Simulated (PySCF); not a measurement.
A small calculation by hand: oscillator strength and radiative lifetime

C4H9NSi, SMILES C#C[Si@H](C)NC.

Geometry optimised at B3LYP-D3(BJ)/def2-SVP. The structure was generated by enumeration; whether it is a known compound was not checked. One conformer was computed; it need not be the lowest.

TDA-ωB97X/def2-SVPD run with PySCF puts the first singlet state with f over 0.02 at 7.76 eV (vertical), with the transition dipole (0.099, -0.286, 0.347) in atomic units.

Task: Find the oscillator strength, the wavelength and the radiative lifetime that this transition would have in vacuum if emission retraced absorption.

Result: 
|μ|² = 0.2120 au, so |μ| = 1.17 D. ΔE = 7.76/27.211 = 0.2852 hartree. f = (2/3) ΔE |μ|² = 0.040 (the program prints 0.040).
λ = 1239.84/7.76 = 160 nm; ν = 62589 cm⁻¹.
Einstein's coefficient A = 0.6670 ν² f s⁻¹ (ν in cm⁻¹) = 1.1e8 s⁻¹, so τ = 1/A = 9.5 ns. This state is S7; the lower singlets have f = 0.000, 0.004, 0.001, 0.004, 0.007, 0.002. The figure is the radiative limit of this one transition; relaxation, internal conversion, crossing to triplets and a medium change what is measured.
